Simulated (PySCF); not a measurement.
Fill in the blanks.

Compound: C5H7F3O.
SMILES with atom numbers: `[CH3:1][O:2][C:3]1([C:4]([F:5])([F:6])[F:7])[CH2:8][CH2:9]1` (hydrogens: H10, H11, H12 on C1; H13, H14 on C8; H15, H16 on C9)

Conformer (atom-mapped SMILES and torsion angles): `[CH3:1][O:2][C:3]1([C:4]([F:5])([F:6])[F:7])[CH2:8][CH2:9]1`: C1–O2–C3–C4 79°, O2–C3–C4–F5 56°.

```tsv
property	level	value
point group	PBE0-D3(BJ)/def2-SVP	?
rotational constants A, B, C	PBE0-D3(BJ)/def2-SVP	2.132, 1.641, 1.260 GHz
dipole moment	B3LYP/def2-SVPD	2.40 D
HOMO energy	B3LYP/def2-SVPD	-7.86 eV
LUMO energy	B3LYP/def2-SVPD	0.40 eV
lowest singlet excitation	TDDFT B3LYP/def2-SVPD	7.36 eV (168 nm, f = 0.006)
strongest line among the 10 lowest singlet transitions	TDDFT B3LYP/def2-SVPD	S10 at 8.91 eV (139 nm, f = 0.036)
lowest triplet excitation (Tamm–Dancoff)	TDA B3LYP/def2-SVPD	?
static isotropic polarisability	B3LYP/def2-SVPD	65.3 au
vertical ionisation energy	ΔSCF B3LYP/def2-SVPD	10.14 eV
electronic spatial extent ⟨r²⟩ about the centre of nuclear charge	B3LYP/def2-SVPD	1035 bohr²
13C chemical shifts (computed TMS as zero) by class	GIAO PBE0/pcSseg-1	131.2 (C4), 59.7 (C3), 57.5 (C1), 11.9 (C8/C9) ppm
1H chemical shifts (computed TMS as zero) by class	GIAO PBE0/pcSseg-1	?
isotropic shieldings of nuclei other than C and H, by class	GIAO PBE0/pcSseg-1	311 (O2), 263 (F5/F6/F7) ppm
largest of the computed one-bond spin–spin couplings (means over like bonds)	B3LYP/pcJ-1, spin–dipole term left out for some pairs	19F–13C -344.5 (F5–C4 and 2 like it), 13C–1H +172.2 (C8–H13 and 1 like it), 13C–1H +172.2 (C8–H14 and 1 like it), 13C–1H +148.1 (C1–H10 and 2 like it) Hz
```

The electronic properties come from PySCF, for the isolated species, density fitting. Isolated species at its PBE0-D3(BJ)/def2-SVP geometry (one conformer only). NMR classes are plain means over equivalent atoms (diastereotopic ones count apart unless rotation or inversion swaps them), as if these changed places fast; in this geometry the members of some classes differ.

Question: Give the point group.

Answer: C1.

Question: The 1H chemical shifts (computed TMS as zero) by class?

Answer: 3.33 (H10/H11/H12), 0.95 (H13/H16), 0.88 (H14/H15) ppm.

Question: Give the lowest triplet excitation (Tamm–Dancoff).

Answer: 7.27 eV.

A dipole of 2.40 D is allowed in C1, and pure rotational transitions are dipole-allowed. The polarisability is 9.67 Å³ as a volume (1 au = 0.148185 Å³), or 0.91 au for each of the 72 electrons. The ΔSCF ionisation energy exceeds −ε(HOMO) by 2.28 eV with B3LYP. The vertical singlet–triplet gap S1 − T1 is 0.09 eV (TDDFT singlet less Tamm–Dancoff triplet; S1: HOMO→LUMO, weight 0.98; T1: HOMO→LUMO, weight 0.96). The rotational constants make it an asymmetric top with κ = (2B − A − C)/(A − C) = -0.13, nearer the prolate limit (−1).
